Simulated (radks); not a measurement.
The numbers below are computed, except where a source is named.
Species: Ti4+. Configuration: [Ar] (the NIST ground configuration).

Code: a radial shooting solver on a logarithmic mesh with Libxc functionals. Model: scalar-relativistic Kohn-Sham, LDA (Slater exchange, Perdew-Wang correlation), spin-polarised, spherical densities, finite nucleus; Fermi nuclear charge, rms radius 3.5921 fm.

Energy parts (eV):
| part | energy |
|---|---|
| total | -23084.501 |
| kinetic | 23269.403 |
| electron-nucleus | -53964.343 |
| Hartree | 8659.606 |
| exchange-correlation | -1049.167 |

Orbitals (lengths in bohr, moments of r in powers of bohr):
| orbital | occ. | eigenvalue (eV) | <1/r> |
|---|---|---|---|
| 1s | 2 | -4910.275 | 21.76 |
| 2s | 2 | -591.2379 | 4.534 |
| 2p | 6 | -499.6152 | 4.445 |
| 3s | 2 | -113.6318 | 1.445 |
| 3p | 6 | -89.4194 | 1.334 |

The highest occupied level is 3p at -89.419 eV. The electron density at the nucleus is 8489 e/bohr^3 (large components only). Summed over all electrons, <r^2> = 10.45 bohr^2, which gives a Langevin (diamagnetic) susceptibility term of -8.27 x 10^-6 cm^3/mol. For comparison, the ionisation energy in NIST's Atomic Spectra Database is 99.30 eV (measured). In exact Kohn-Sham theory the highest level is minus the ionisation energy, but local and semilocal functionals leave it too shallow, through self-interaction and a potential that decays too fast; potentials with the right tail come closer.
